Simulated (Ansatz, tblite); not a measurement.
Cost and result up the ladder for the cluster Li₆Al (7 atoms). The state is a doublet with charge 0. Geometry: PBE0-D4/def2-TZVP.

```xyz
7

Al   -0.4239   -0.0028    0.5094
Li    0.6901   -2.0812   -0.5554
Li    1.6106    0.1945    2.1037
Li   -2.3941   -1.7158    0.1150
Li   -1.0355    0.2371   -1.9928
Li   -0.1837    2.5750    0.6238
Li    1.7364    0.7932   -0.8038
```

Ansatz on 4 threads of Arm Neoverse V2 on a shared host; xTB runs through tblite on one thread. Times are rough, summed over both states, and most runs start from the orbitals of an earlier one. No level here is sound enough to serve as a yardstick. The other state is a singlet.

The xTB rows come from tblite. The structure comes from a short search, and lower isomers may exist.

Run but left out: HF/def2-TZVPP, MP2/def2-TZVPP, CCSD/def2-TZVPP, CCSD(T)/def2-TZVPP (doublet: ⟨S²⟩ 1.47, where a pure state has 0.75).

Raw xTB energies of ions are shifted by several eV, and xTB has no spin-polarisation term.

```tsv
level	functions	wall time
GFN1-xTB	33	0.007 s
PBE-D4/def2-TZVP (with forces)	121	2.5 s
PBE0-D4/def2-TZVP	121	4.9 s
r2SCAN-D4/def2-TZVP	121	5.7 s
```

Question: Estimate what each level gives for the vertical IE (eV).

Answer: 
```tsv
level	vertical IE (eV)	remarks
GFN1-xTB	10.90	–
PBE-D4/def2-TZVP (with forces)	4.10	restricted SCF unstable in HF (+1 singlet)
PBE0-D4/def2-TZVP	4.02	restricted SCF unstable in HF (+1 singlet)
r2SCAN-D4/def2-TZVP	4.02	restricted SCF unstable in HF (+1 singlet)
```
